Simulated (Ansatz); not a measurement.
One change: `O/C=[C](\[AlH2])[SiH3]` becomes `O/C=[CH]\[AlH2]`.

Ansatz, PBE0-D4/def2-TZVP geometries, multiplicity 1. Each molecule was computed in one conformer, which needn't be the lowest.

| property | `O/C=[C](\[AlH2])[SiH3]` |
| --- | --- |
| HOMO–LUMO gap (PBE0/def2-TZVPP) / eV | 5.40 |
| LUMO energy (PBE0/def2-TZVPP) / eV | -1.87 |
| LUMO energy (B3LYP/def2-TZVPP) / eV | -2.08 |
| size of the dipole moment (B3LYP/def2-TZVPP) / D | 0.83 |
| HOMO–LUMO gap (B3LYP/def2-TZVPP) / eV | 4.98 |
| HOMO–LUMO gap (ωB97M-V/def2-TZVPP) / eV | 9.21 |

(1) Give the same properties after the change, and the shifts. (Best estimate.)

Answers

(1) Ansatz gave: 
```json
{"property": "HOMO–LUMO gap (PBE0/def2-TZVPP) / eV", "`O/C=[CH]\\[AlH2]`": "5.41", "shift": "0.01"}
{"property": "LUMO energy (PBE0/def2-TZVPP) / eV", "`O/C=[CH]\\[AlH2]`": "-1.67", "shift": "0.20"}
{"property": "LUMO energy (B3LYP/def2-TZVPP) / eV", "`O/C=[CH]\\[AlH2]`": "-1.87", "shift": "0.21"}
{"property": "size of the dipole moment (B3LYP/def2-TZVPP) / D", "`O/C=[CH]\\[AlH2]`": "0.40", "shift": "-0.43"}
{"property": "HOMO–LUMO gap (B3LYP/def2-TZVPP) / eV", "`O/C=[CH]\\[AlH2]`": "4.98", "shift": "0.00"}
{"property": "HOMO–LUMO gap (ωB97M-V/def2-TZVPP) / eV", "`O/C=[CH]\\[AlH2]`": "9.26", "shift": "0.05"}
```

Dipoles are sizes alone; their direction can turn.

B3LYP here is the variant with VWN-RPA as its local correlation; programs differ in this.
